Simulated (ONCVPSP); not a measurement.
**Building the ONCV potential for tantalum (Ta) (PBEsol, fully relativistic).**

tantalum (Ta), optimised norm-conserving Vanderbilt (ONCV), made with ONCVPSP 4.0.1 (PBEsol, fully relativistic). Core [Kr] 4d10 4f14, reference 5s2 5p6 5d3 6s1.5 (charge +0.5). Waves: 5s+6s: rc 2.10 bohr, ncon 4, nbas 8, qcut 7.4 1/bohr, 2 projectors; 5p: rc 1.95 bohr, ncon 4, nbas 7, qcut 7.4 1/bohr, 2 projectors, debl 1 Ha; 5d: rc 2.15 bohr, ncon 3, nbas 7, qcut 6.1 1/bohr, 2 projectors, debl 3.3 Ha; f scattering state at 0.35 Ha: rc 2.30 bohr, ncon 3, nbas 7, qcut 5.5 1/bohr, 3 projectors, debl 2.2 Ha. Local part: polynomial inside 1.60 bohr (lpopt 5, dvloc0 0 Ha). Core correction: Teter function, fcfact 4.75, rcfact 1.75.

Open shells are filled in proportion to 2j + 1.

In the p channel the program set the typed energies aside and used -1.485, 0.250 Ha (j = l + 1/2; the other j can differ).

All-electron outer shells of the reference configuration (PBEsol, scalar-relativistic, ld1.x):

| shell | level (eV) | outermost node (bohr) | outermost maximum (bohr) |
| --- | --- | --- | --- |
| 5s | -76.49 | 0.54 | 0.98 |
| 5p | -42.88 | 0.58 | 1.13 |
| 4f | -28.19 | – | 0.44 |
| 6s | -8.48 | 1.32 | 2.71 |
| 5d | -6.95 | 0.65 | 1.58 |

Problem. Estimate the cutoffs (Ha) at which the residual kinetic energy of the hardest occupied pseudo-wave falls to 1 and 0.1 mHa per electron.

Solution. 15 Ha and 19 Ha. The cutoffs count occupied waves only; projector 3 of the f channel, the hardest unoccupied one, needs 68 Ha at the loose tolerance.

Problem. What does a ghost test show?

Solution. No bound ghost flagged; GHOST(+) flags only above 600 eV.

Problem. Tests: 5s2 5p6 5d3 6s2; 5s2 5p6 5d3 6s1; 5s2 5p6 5d3 6s0; 5s2 5p6 5d3 6s1 6p1. Which has the largest error in its energy relative to the reference configuration, and how large is it?

Solution. 5s2 5p6 5d3 6s0, with -17 meV (all-electron minus pseudo) on +20.01 eV.
